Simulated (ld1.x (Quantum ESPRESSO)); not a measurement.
**Scattering properties, TM potential for Cu (Z = 29)**

Cu (Z = 29), norm-conserving Troullier–Martins (Kleinman–Bylander form), made with ld1.x (Quantum ESPRESSO) 7.5 (PBE, scalar-relativistic). Core [Ne] 3s2, reference 3p6 3d10 4s1 4p0. Waves: 3p (bound): rc 1.00 bohr; 3d (bound): rc 1.45 bohr; 4s (bound): rc 2.05 bohr. Local part: the s channel. Core correction: none.

The phase is arctan(r·u′/u) with u = r·R(r), unwrapped; energies in Ry, scanned from -7 to 5 Ry. A pole is an energy at which the radial function vanishes at the test radius. The pseudo phase is shifted by a multiple of π to meet the all-electron one at the reference energy, and phase errors are pseudo minus all-electron; the curves can meet again beyond the range given. Levels narrower than the energy grid can be missing from the lists of poles.

| channel | radius (bohr) | reference energy (Ry) | poles, all-electron | poles, pseudo | unbroken range about the reference energy with phases within 0.05 rad | phase error 1 Ry above the reference energy (rad) |
| --- | --- | --- | --- | --- | --- | --- |
| s | 2.26 | -0.34 | 2.43 | 2.27 | below 3.8 | -0.006 |
| p | 2.26 | -5.30 | -5.28, 3.69 | -5.28 | below -1.0 | +0.003 |
| d | 2.26 | -0.37 | -0.18 | -0.17 | below 0.9 | +0.035 |

Phases in the s channel:

```tsv
E (Ry)	all-electron	pseudo
-7.00	1.392	1.390
-6.74	1.388	1.386
-6.48	1.383	1.382
-6.22	1.379	1.377
-5.96	1.374	1.372
-5.70	1.368	1.367
-5.44	1.362	1.361
-5.18	1.356	1.354
-4.92	1.349	1.347
-4.66	1.341	1.339
-4.40	1.333	1.331
-4.14	1.323	1.321
-3.88	1.312	1.310
-3.62	1.300	1.298
-3.36	1.286	1.284
-3.10	1.270	1.268
-2.84	1.250	1.248
-2.58	1.227	1.225
-2.32	1.199	1.197
-2.06	1.164	1.162
-1.80	1.119	1.116
-1.54	1.058	1.055
-1.28	0.972	0.970
-1.02	0.845	0.843
-0.76	0.644	0.642
-0.50	0.317	0.316
-0.24	-0.154	-0.154
0.02	-0.622	-0.623
0.28	-0.945	-0.949
0.54	-1.144	-1.149
0.80	-1.271	-1.278
1.06	-1.357	-1.365
1.32	-1.420	-1.429
1.58	-1.467	-1.478
1.84	-1.505	-1.517
2.10	-1.537	-1.551
2.36	-1.564	-1.581
2.62	-1.588	-1.607
2.88	-1.610	-1.633
3.14	-1.630	-1.659
3.40	-1.650	-1.685
3.66	-1.670	-1.713
3.92	-1.690	-1.744
4.18	-1.711	-1.782
4.44	-1.733	-1.828
4.70	-1.758	-1.890
4.96	-1.786	-1.979
```
